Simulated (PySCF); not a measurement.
Spectrum to structure. Theory: TDDFT B3LYP/def2-SVPD, vertical, gas phase, core orbitals frozen in the response in PySCF. Geometries: PBE0-D3(BJ)/def2-SVP, one conformer each. Relativistic effects are left out although some hold elements past zinc.

```
state  λ (nm)       f
   S1   194.9   0.065
   S2   185.9   0.172
   S3   177.5  0.0066
   S4   174.1  0.0034
   S5   170.3   0.105
   S6   163.1   0.037
   S7   162.6   0.104
   S8   161.5   0.032
   S9   159.8  0.0023
  S10   155.6   0.024
```

Triplets computed (Tamm–Dancoff): 4.31, 5.90, 6.63, 6.87 eV.

Orbital energies (eV): HOMO-3 -8.86, HOMO-2 -8.53, HOMO-1 -8.14, HOMO -7.41, LUMO -0.50, LUMO+1 0.40, LUMO+2 0.60.

Problem. Which structure fits? All have the formula C4H10Ge.
A. `C=[CH][GeH2][CH2]C`
B. `C[C]1([GeH3])CC1`
C. `[GeH3][CH]1CCC1`
D. `[GeH3][C@H]1[C@H](C)C1`
E. `C[C@@H]1C[C@@H]1[GeH3]`

Solution. A. Its S1, at 6.36 eV, is the lowest among the candidates; the nearest of the others has S1 at 6.99 eV. S1 is HOMO-1→LUMO (59%), HOMO→LUMO (32%). Löwdin shares by element: HOMO carbon 68% or more, germanium 11% (atoms not listed hold the other 21%); LUMO carbon 69% or more, germanium 8%, hydrogen 5% or more (atoms not listed hold the other 17%). At the same level the other candidates give, for their lowest levels:
- `C[C@@H]1C[C@H]1[GeH3]`: 176 nm (f 0.007); 168 nm (f 0.015); 166 nm (f 0.091); 163 nm (f 0.007); 161 nm (f 0.016); T1 6.91 eV; HOMO -7.62, LUMO 0.26 eV
- `C[C@@H]1C[C@@H]1[GeH3]`: 176 nm (f 0.019); 170 nm (f 0.016); 164 nm (f 0.013); 163 nm (f 0.054); 160 nm (f 0.014); T1 6.91 eV; HOMO -7.69, LUMO 0.19 eV
- `C[C]1([GeH3])CC1`: 177 nm (f 0.019); 174 nm (f 0.037); 164 nm (f 0.006); 163 nm (f 0.205); 160 nm (f 0.010); T1 6.84 eV; HOMO -7.68, LUMO 0.15 eV
- `[GeH3][CH]1CCC1`: 177 nm (f 0.007); 163 nm (f 0.077); 161 nm (f 0.000); 160 nm (f 0.003); 159 nm (f 0.149); T1 6.80 eV; HOMO -7.69, LUMO 0.17 eV

Conformer computed: `[CH2:1]=[CH:2][GeH2:3][CH2:4][CH3:5]`: C1–C2–Ge3–C4 114°, C2–Ge3–C4–C5 178°.

Without π bonds the low states are Rydberg-like; a valence basis with one diffuse set may place them up to an eV too high.
